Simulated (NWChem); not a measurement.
System: Si2H4OF2; SMILES O[Si](F)(F)[SiH3]

```xyz
9

O      1.6177     0.8518     0.0037
Si     0.0413     0.4049    -0.0014
F     -0.7104     1.0484    -1.2821
F     -0.7192     1.0503     1.2730
Si    -0.1173    -1.9136     0.0000
H      1.8430     1.7882     0.0047
H      0.5300    -2.4511     1.2323
H     -1.5576    -2.3036    -0.0213
H      0.5674    -2.4554    -1.2100
```
Atoms are numbered in this order, from 1.

Level: PBE0/def2-SVP (NWChem), optimised geometry, unscaled harmonic frequencies. 

```csv
frequency (cm⁻¹),IR intensity (km/mol)
90,0.3
127,8.9
138,0.4
198,56.7
290,54.3
309,22.9
339,89.5
484,68.3
530,14.1
531,13.1
752,118.2
836,344.0
904,23.4
922,0.0
926,23.5
946,176.6
985,160.5
2241,31.0
2253,70.8
2254,70.1
3916,133.6
```

```
Item                                                                               Result
-----------------------------------------------------------------------  ----------------
zero-point energy                                                           28.5 kcal/mol
thermal correction to the enthalpy at 298.15 K (with zero-point energy)     34.0 kcal/mol
heat capacity Cv                                                         25.8 cal/(mol K)
entropy at 298.15 K and 1 atm (symmetry number 1)                        86.1 cal/(mol K)
dipole moment                                                                      1.11 D
```

Rigid rotor and harmonic oscillator; modes under 100 cm⁻¹ make the entropy uncertain.
